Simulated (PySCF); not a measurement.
**The third ionisation energy along the 3d series**

Calculated with PySCF 2.14 from differences of total energies of unrestricted determinants, without spin-orbit coupling. Values in eV. The last column holds reference values (NIST; (s) semi-empirical, (t) theoretical, else measured). Unmarked ones compare directly (S terms, centres of terms, or small fine structure); those marked * lie between the lowest fine-structure levels and include a spin-orbit shift.

```csv
element,configurations,UHF,PBE,MP2 (valence),SCS-MP2 (valence),CCSD (valence),CCSD(T) (valence),reference
"Sc (aug-cc-pVDZ-DK, spin-free X2C)",[Ar] 3d1 → [Ar],24.180,25.737,n/a,n/a,n/a,n/a,24.757 *
"Ti (aug-cc-pVDZ-DK, spin-free X2C)",[Ar] 3d2 → [Ar] 3d1,26.910,28.391,26.986,26.935,27.011,27.011,27.492 *
"Cr (aug-cc-pVDZ-DK, spin-free X2C)",[Ar] 3d4 → [Ar] 3d3,29.920,31.763,30.489,30.110,30.563,30.568,30.959 ± 0.025 *
"Mn (aug-cc-pVDZ-DK, spin-free X2C)",[Ar] 3d5 → [Ar] 3d4,32.512,34.210,33.289,32.771,33.334,33.343,33.668 ± 0.012 *
"Fe (aug-cc-pVDZ-DK, spin-free X2C)",[Ar] 3d6 → [Ar] 3d5,28.466,31.518,29.855,29.898,29.843,29.868,30.651 ± 0.012 *
"Co (aug-cc-pVDZ-DK, spin-free X2C)",[Ar] 3d7 → [Ar] 3d6,31.445,34.204,33.134,33.140,33.004,33.035,33.5 ± 0.06 (s) *
"Ni (aug-cc-pVDZ-DK, spin-free X2C)",[Ar] 3d8 → [Ar] 3d7,32.871,35.877,35.024,34.905,34.751,34.797,35.187 ± 0.019 *
"Cu (aug-cc-pVDZ-DK, spin-free X2C)",[Ar] 3d9 → [Ar] 3d8,34.202,37.321,36.745,36.498,36.303,36.367,36.841 ± 0.012 *
"Zn (aug-cc-pVDZ-DK, spin-free X2C)",[Ar] 3d10 → [Ar] 3d9,37.080,40.057,39.918,39.565,39.308,39.397,39.723 *
```

Q: Fill in the row of V (aug-cc-pVDZ-DK, spin-free X2C) ([Ar] 3d3 → [Ar] 3d2).

A: UHF 28.453; PBE 30.163; MP2 (valence) 28.741; SCS-MP2 (valence) 28.549; CCSD (valence) 28.809; CCSD(T) (valence) 28.812; reference 29.311 * (eV).

"Valence" correlates the outer s and p shells and, in groups 3 to 12 and the f block, the outer d or f shell, open or full, or the next shell where the ion has no valence electron left; the wider scheme adds the next inner shell.
